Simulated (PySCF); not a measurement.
Species: C₇H₁₁O (doublet state).
Cartesian coordinates in Å at the GFN2-xTB level; atoms count from 1:
```xyz
19
C7H11O angstrom
C      2.6850    0.0276   -0.4539
C      1.3477   -0.6422   -0.6506
O      1.2384   -1.7717   -1.0552
C      0.1599    0.2121   -0.2606
C     -0.1440    0.0416    1.2457
C     -1.6040    0.2608    1.3399
C     -2.2497    0.2756    0.0100
C     -1.1483   -0.2084   -0.9386
H      2.7998    0.8136   -1.1984
H      3.4901   -0.6927   -0.5719
H      2.7355    0.4853    0.5311
H      0.3758    1.2642   -0.4635
H      0.4342    0.7296    1.8713
H      0.1251   -0.9768    1.5667
H     -2.1337    0.3398    2.2688
H     -3.1461   -0.3509   -0.0320
H     -2.5710    1.2925   -0.2618
H     -1.2395    0.2058   -1.9416
H     -1.1648   -1.2966   -1.0127
```

The hyperfine couplings belong to this conformer and change with its torsions.

As a line formula: `C1[CH]C[C@@H](C(C)=O)C1` [radical].

Level of theory: UKS B3LYP, pcH-1 on C H O, non-relativistic, mean-field spin-orbit, GIAO (PySCF 2.14.0). Isolated species at its GFN2-xTB geometry (one conformer only). The geometry wasn't refined by DFT: couplings that depend on bond lengths, twists or pyramidal angles can differ widely from those at the functional's own minimum. Stability of the SCF solution: not tested.

(1) What are g_iso and the isotropic 1H coupling of H17?

(2) For one electron spin and this one nucleus (I = 1/2, g_N = 5.5857), compare first-order, second-order and exact resonance fields at 9.476 GHz.

(3) Someone takes the midpoint and the distance of the outer exact lines at face value. What g and a result?

Results:

(1) g_iso = 2.00264 and a = +144.61 MHz, or +5.159 mT (Mulliken spin population +0.06).

(2) First order: B = B0 − a·mI with B0 = 338.072 mT. Second order subtracts a²[I(I+1) − mI²]/(2B0). The exact fields come from the Breit–Rabi levels of H = g μB B Sz − g_N μN B Iz + a S·I.

```tsv
mI	first order (mT)	second order (mT)	exact (mT)	exact − first order
−1/2	340.652	340.632	340.632	-0.020
+1/2	335.493	335.473	335.473	-0.020
```

(3) Their midpoint, 338.053 mT, gives an apparent g of 2.00276 (true 2.00264), and their distance over 2I an apparent |a| of 5.159 mT (true 5.159).

Other couplings of abundant isotopes, left aside here: 1 × 1H 142 MHz, 1 × 1H 81 MHz, 1 × 1H 81 MHz, 1 × 1H 63 MHz, 1 × 1H 2 MHz, 1 × 1H 2 MHz.
